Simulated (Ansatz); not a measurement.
C2H6BNS. The species carries charge 0 and has multiplicity 1. The bonds changed during the relaxation, so this is another structure than the one it started from. All single points use the PBE0-D4/def2-TZVP geometry. It is one conformer, not always the lowest.

```xyz
11

B     1.012    0.817   -1.037
S     0.768   -0.703   -2.093
C    -0.352   -0.243   -0.801
C    -0.108   -0.628    0.497
N    -0.929   -0.441    1.530
H     0.577    1.877   -1.388
H     1.915    0.782   -0.248
H    -1.304    0.210   -1.056
H     0.827   -1.133    0.717
H    -0.608   -0.587    2.469
H    -1.798    0.050    1.410
```

**Question.** What is the dipole moment at PBE/def2-TZVPP? (Estimate.)

**Answer.** Computed: 6.17 D, with components (-3.13, -0.74, 5.27) D in this frame, pointing from negative to positive charge.

**Question.** And with r2SCAN, B3LYP, ωB97M-V? (Estimate.)

**Answer.** The calculation gave: r2SCAN 6.28 D, B3LYP 6.20 D, ωB97M-V 6.28 D.

**Question.** Give the Mulliken charges with PBE, B3LYP, r2SCAN in def2-TZVPP. (An estimate is asked.)

**Answer.** The calculation gave: 
| atom | PBE | B3LYP | r2SCAN |
| --- | --- | --- | --- |
| B1 | -0.10 | -0.06 | -0.04 |
| S2 | -0.22 | -0.24 | -0.24 |
| C3 | -0.10 | -0.14 | -0.07 |
| C4 | 0.08 | 0.11 | 0.15 |
| N5 | -0.22 | -0.23 | -0.28 |
| H6 | -0.01 | 0.00 | -0.03 |
| H7 | -0.02 | -0.02 | -0.04 |
| H8 | 0.08 | 0.09 | 0.06 |
| H9 | 0.13 | 0.15 | 0.12 |
| H10 | 0.20 | 0.18 | 0.20 |
| H11 | 0.19 | 0.18 | 0.19 |

B3LYP here is the variant with VWN-RPA as its local correlation; programs differ in this.
